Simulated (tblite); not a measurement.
C₇H₈FO (doublet state).
SMILES with atom numbers: `[CH2:1]=[CH:2]/[C:3](=[CH:4]/[F:5])[C:6]([CH3:7])[CH:8]=[O:9]` (hydrogens: H10, H11 on C1; H12 on C2; H13 on C4; H14, H15, H16 on C7; H17 on C8)

A start from a force field or distance geometry was refined with GFN2-xTB geometry optimisation, gas phase in tblite 0.8.0. Values at the start:

| coordinate | start |
| --- | --- |
| C1=C2 | 1.354 Å |
| C1–H10 | 1.099 Å |
| C1–H11 | 1.078 Å |
| C2–C3 | 1.468 Å |
| C2–H12 | 1.078 Å |
| C3=C4 | 1.331 Å |
| C3–C6 | 1.461 Å |
| C4–F5 | 1.333 Å |
| C4–H13 | 1.074 Å |
| C6–C7 | 1.478 Å |
| C6–C8 | 1.497 Å |
| C7–H14 | 1.119 Å |
| C8=O9 | 1.221 Å |
| C8–H17 | 1.106 Å |
| C1–C2–C3 | 119.4° |
| C2–C3–C4 | 121.5° |
| C2–C3–C6 | 118.0° |
| C3–C6–C7 | 119.2° |
| C3–C6–C8 | 106.1° |
| C4–C3–C6 | 120.6° |
| C6–C8–O9 | 120.4° |
| C7–C6–C8 | 105.8° |

How do these coordinates change at the GFN2-xTB level?

```tsv
coordinate	GFN2-xTB (Å or °)	change
C6–C8	1.438	-0.059
C3–C6	1.419	-0.042
C3=C4	1.363	+0.032
C1=C2	1.323	-0.031
C7–H14	1.090	-0.029
C1–H10	1.078	-0.021
C6–C7	1.488	+0.010
C2–C3	1.475	+0.007
C4–F5	1.338	+0.005
C4–H13	1.079	+0.005
C1–H11	1.076	-0.002
C8=O9	1.219	-0.002
C2–H12	1.080	+0.002
C8–H17	1.108	+0.002
C3–C6–C8	120.2	+14.1
C7–C6–C8	118.0	+12.2
C6–C8–O9	126.8	+6.4
C2–C3–C4	115.4	-6.1
C1–C2–C3	123.7	+4.3
C4–C3–C6	124.7	+4.1
C3–C6–C7	121.7	+2.5
C2–C3–C6	119.9	+1.9
```

The energy falls by 122.4 kJ/mol over 224 L-BFGS steps, the largest force on an atom goes from 3.27 to 0.007 eV/Å, and the atoms move by 1.240 Å rms after alignment. The bond that changes most is C6–C8 (ends: carbon bonded to 3 C; carbon bonded to C, O and H), which shortens by 0.059 Å. Bonds longer at the end by more than 0.005 Å: 4 of 16; shorter: 7. Among the dihedrals that turn most is H12–C2–C3–C4, from 1° to -132°. Rotational constants go from 2115, 1461, 1142 to 1968, 1522, 881.9 MHz.

The run took 1.2 s on an Arm Neoverse V2 with one thread, on a shared host.

Its GFN2-xTB frequencies are all real (lowest 47 cm⁻¹).

One conformer stands for the species.

The numbers are calculated, not measured.
